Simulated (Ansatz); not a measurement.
Consider the substitution at a C–F bond: `NC(O)(F)F` + `O[SiH3]` → `NC(O)(F)O[SiH3]` + H–F.

Program: Ansatz. Geometries: PBE0-D4/def2-TZVP. ΔE: electronic, gas phase. CCSD(T)/CBS adds triple-zeta CCSD(T) − MP2 to the extrapolated MP2 energy (def2 sets, frozen cores). This one scheme is used for every species. Functionals use def2-TZVPP. One conformer a species, not always the lowest.

`NC(O)(F)F`:

Z-matrix (Å, degrees):
```
C
O 1 1.366
F 1 1.357 2 109.2
N 1 1.402 2 113.6 3 122.2
F 1 1.357 2 109.2 3 -115.7
H 2 0.965 1 108.7 3 58.0
H 4 1.011 1 110.1 2 60.2
H 4 1.011 1 110.1 2 -60.7
```

`O[SiH3]`:

Z-matrix (Å, degrees):
```
Si
O 1 1.648
H 1 1.489 2 111.7
H 1 1.489 2 111.7 3 120.9
H 1 1.481 2 105.9 3 -119.6
H 2 0.957 1 117.9 3 -60.5
```

`NC(O)(F)O[SiH3]`:

```xyz
12

N     1.321   -1.320    0.802
C     0.700   -0.327    0.001
O     1.004    0.935    0.449
F     1.212   -0.493   -1.270
O    -0.660   -0.433   -0.079
Si   -1.670    0.812   -0.543
H     0.887   -1.336    1.716
H     1.214   -2.229    0.371
H     1.958    0.972    0.582
H    -2.955    0.136   -0.839
H    -1.858    1.783    0.560
H    -1.154    1.500   -1.750
```

H–F:

Cartesian coordinates in Å:
```
F -0.309 -0.340 0.012
H 0.309 0.340 -0.012
```

```csv
species,PBE-D4 energy (Eh)
`NC(O)(F)F`,-369.38522
`O[SiH3]`,-366.95854
`NC(O)(F)O[SiH3]`,-635.94964
H–F,-100.39347
```

(1) Work out ΔE.

Largest T1 diagnostic among the species: 0.011.

Answers

(1) ΔE = (-635.94964) + (-100.39347) − (-369.38522) − (-366.95854) = 0.00065 Eh = +0.4 kcal/mol. CCSD(T)/CBS gives -1.8 kcal/mol.

In def2-TZVPP, CCSD(T) changes the Hartree–Fock value by −4.0 kcal/mol (the triples alone add −0.5 kcal/mol) and MP2 by −4.9 kcal/mol. The D4 term adds −2.5 kcal/mol with B3LYP and −1.4 kcal/mol with PBE0; it sums over pairs of atoms, weighted by their polarisabilities, and B3LYP, whose exchange is more repulsive, gets the larger term.

B3LYP here is the variant with VWN-RPA as its local correlation; programs differ in this.
